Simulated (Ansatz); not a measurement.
C2H6BO2 (SMILES CO[B]OC), doublet, at a GFN2-xTB geometry; BLYP/pc-1 (Ansatz, an electronic-structure program).

Here is a job for Ansatz.
Ansatz 0.2 input:
```yaml
crystal:
  periodic: [false, false, false]
  atoms:
    - {symbol: C, position_ang: [1.94644984, 0.59799842, 0.28473261]}
    - {symbol: O, position_ang: [1.31633345, -0.63390703, -0.07185778]}
    - {symbol: B, position_ang: [0.00332445, -0.81834504, -0.20905919]}
    - {symbol: O, position_ang: [-0.87585325, 0.20696569, -0.01806442]}
    - {symbol: C, position_ang: [-2.27167056, 0.13785852, -0.11124569]}
    - {symbol: H, position_ang: [1.20515373, 1.38947060, 0.39223415]}
    - {symbol: H, position_ang: [2.47657843, 0.45150328, 1.22710755]}
    - {symbol: H, position_ang: [2.65933104, 0.85508520, -0.50002597]}
    - {symbol: H, position_ang: [-2.70255446, -0.03000945, 0.88069122]}
    - {symbol: H, position_ang: [-2.63289766, 1.09321993, -0.49828473]}
    - {symbol: H, position_ang: [-2.59475070, -0.66715519, -0.77797028]}
basis:
  gaussian:
    orbitals: pc-1.json
hamiltonian:
  xc: blyp
magnetization: {spin_polarized: true, initial_magnetization: 1}
```
The basis file holds pc-1 in the JSON format of the Basis Set Exchange.

Problem. What does Ansatz print? Leave out banner, timings and long lists.

Solution. 
```
Functional definition: BLYP
1126 factors; their error is unknown
mean field evaluation 1: about -6926.3013 eV, gradient 5.4e1 eV
mean field evaluation 2: about -6893.0605 eV, gradient 1.0e2 eV
mean field evaluation 4: about -6938.6866 eV, gradient 5.8e0 eV
mean field evaluation 8: about -6938.8279 eV, gradient 2.6e-1 eV
mean field evaluation 16: about -6938.7660 eV, gradient 8.5e-5 eV
mean field -6938.76600580 eV, -254.9949474487 hartree, gradient 2.4e-5 eV, S^2 0.751710; 0 other end points of the search recorded, 0 dependent functions left out
reference -6938.76634396 eV, -254.9949598757 hartree; 20, 19 occupied and 80, 81 virtual orbitals, 1126 factors
Total energy: -6938.76634396 eV, -254.9949598757 hartree
```
